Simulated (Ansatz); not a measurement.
`FBCF` + H₂O → `OBF` + fluoromethane at 298.15 K and 1 bar (formal hydrolysis of a B–C bond).

Calculated with Ansatz (gas phase, PBE0-D4/def2-TZVP geometries, no zero-point term in ΔE). CCSD(T)/CBS adds triple-zeta CCSD(T) − MP2 to the extrapolated MP2 energy (def2 sets, frozen cores). This one scheme is used for every species. One conformer a species, not always the lowest.

```tsv
species	CCSD(T)/CBS energy (Eh)	H − E (kJ/mol)	S (J/(mol·K))
`FBCF`	-264.27174	132.2	287.5
H₂O	-76.37941	66.4	188.7
`OBF`	-201.07426	91.0	252.9
`CF`	-139.63461	113.4	222.6
```

H − E and S are ideal-gas, rigid-rotor, harmonic terms from PBE0-D4/def2-TZVP, for one conformer and one mirror image of each species. 1 Eh = 2625.50 kJ/mol, R = 8.31446 J/(mol·K).

By hand: ΔE, ΔH, ΔS and ΔG.

ΔE = (-201.07426) + (-139.63461) − (-264.27174) − (-76.37941) = -0.05772 Eh = -151.5 kJ/mol. Δ(H − E) = 91.0 + 113.4 − 132.2 − 66.4 = 5.8, so ΔH = -145.7 kJ/mol. ΔS = 252.9 + 222.6 − 287.5 − 188.7 = -0.7 J/(mol·K). ΔG = -145.7 − 298.15 × (-0.7)/1000 = -145.5 kJ/mol.

By hand: the equilibrium constant, and the temperature at which ΔG would vanish if ΔH and ΔS stayed fixed.

log₁₀ K = −ΔG/(RT ln 10) = 25.5. ΔG = 0 at ΔH/ΔS = 208143 K, far beyond where these terms or the molecules hold.

The number of gas molecules stays the same, so ΔS is small and ΔH decides. A doubt of 5 kJ/mol in ΔE shifts log₁₀ K by 0.9 here. Other conformers and mirror images would add mixing entropy, several J/(mol·K) or more a flexible species. These are equilibria of isolated gas molecules and say nothing of rates. Largest T1 diagnostic: 0.013 (customary marks: 0.02 for closed shells, 0.045 for open ones).
